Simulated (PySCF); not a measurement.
**Calculated NMR parameters of OCc1ccoc1**

* Formula: C5H6O2
* SMILES: OCc1ccoc1
* Point group of the computed structure: C1
* Degrees of unsaturation: 3
* Carbon signals: 5
* Proton signals: 5

Molfile (atoms numbered from 1):
```
C5H6O2
     RDKit          3D

 13 13  0  0  0  0  0  0  0  0999 V2000
   -2.2703   -0.2267    0.7839 O   0  0  0  0  0  0  0  0  0  0  0  0
   -1.5594    0.1500   -0.3787 C   0  0  0  0  0  0  0  0  0  0  0  0
   -0.0846   -0.0587   -0.2390 C   0  0  0  0  0  0  0  0  0  0  0  0
    0.8546    0.8526    0.3206 C   0  0  0  0  0  0  0  0  0  0  0  0
    2.0580    0.2225    0.2830 C   0  0  0  0  0  0  0  0  0  0  0  0
    1.9335   -1.0032   -0.2494 O   0  0  0  0  0  0  0  0  0  0  0  0
    0.6388   -1.1701   -0.5584 C   0  0  0  0  0  0  0  0  0  0  0  0
   -1.8968    0.2430    1.5380 H   0  0  0  0  0  0  0  0  0  0  0  0
   -1.7601    1.2042   -0.6213 H   0  0  0  0  0  0  0  0  0  0  0  0
   -1.9581   -0.4786   -1.1777 H   0  0  0  0  0  0  0  0  0  0  0  0
    0.6545    1.8388    0.6874 H   0  0  0  0  0  0  0  0  0  0  0  0
    3.0370    0.5301    0.5922 H   0  0  0  0  0  0  0  0  0  0  0  0
    0.3487   -2.1033   -0.9983 H   0  0  0  0  0  0  0  0  0  0  0  0
  1  2  1  0
  2  3  1  0
  3  4  1  0
  4  5  2  0
  5  6  1  0
  6  7  1  0
  7  3  2  0
  1  8  1  0
  2  9  1  0
  2 10  1  0
  4 11  1  0
  5 12  1  0
  7 13  1  0
M  END
```

PySCF 2.14.0 with density-fitted response routines calculation with geometry: GFN2-xTB and GIAO PBE0/pcSseg-1 shieldings; isolated molecule, non-relativistic Hamiltonian, fast rotation and ring inversion assumed for equivalent nuclei, one conformer.

Scale: 1H (31.72 ppm) and 13C (186.93 ppm) vs TMS; H2O for 17O (336.08 ppm) (reference shieldings calculated alike).

```tsv
carbon	δC, type	δH (multiplicity)	HMBC from (2–3 bonds)	span of the C tensor (ppm)
C2	61.1, CH2	4.84 (s)	H13, H11	63
C3	133.7, C	–	H13, H12, H11, H9/H10	180
C4	117.3, CH	6.61 (m)	H13, H12, H9/H10	174
C5	147.9, CH	7.52 (m)	H13, H11	146
C7	147.1, CH	7.69 (m)	H12, H11, H9/H10	139
```

Other nuclei:
| atoms | nucleus | environment | δ (ppm) | σ (ppm) |
| --- | --- | --- | --- | --- |
| H8 | 1H | hydrogen on an alcohol oxygen | 0.22 | 31.50 |
| O6 | 17O | aromatic ring oxygen | 304.4 | 31.7 |
| O1 | 17O | alcohol oxygen | 62.4 | 273.7 |

- Carbon types of the structure: 1 × C, 3 × CH, 1 × CH2, leaving 1 H on heteroatoms.
- δC 147.9, 147.1: aromatic CH next to the ring oxygen.
- δC 133.7: substituted aromatic carbon.
- δC 117.3: aromatic CH.
- δC 61.1: sp3 CH2 bonded to O, on an aromatic ring; deshielded by the electronegative neighbour.
- δH 4.84: hydrogen on an sp3 CH2 bonded to O, on an aromatic ring; its carbon carries O, hence the downfield position.

OH/NH shifts are gas-phase values; hydrogen bonding in solution moves them, usually downfield. Shifts are as computed. Against solution values, carbons near 30 ppm lie about +3 ppm off and those near 130 ppm about +5 ppm. Of 1211 compounds with measured shifts, 218 miss one by over three times the rms of a fit or turn the order of signals round; such compounds aren't used in these exercises. Unscaled 17O shifts of doubly bonded oxygen tend to come out too high, by tens of ppm or more. Experimental scales use liquid or dissolved standards, which lie at an offset from isolated H2O (liquid H2O: subtract about 36 ppm). Multiplicities follow the n + 1 count of equivalent neighbours, as no J values were calculated; m marks all less simple cases, F and P coupling included.
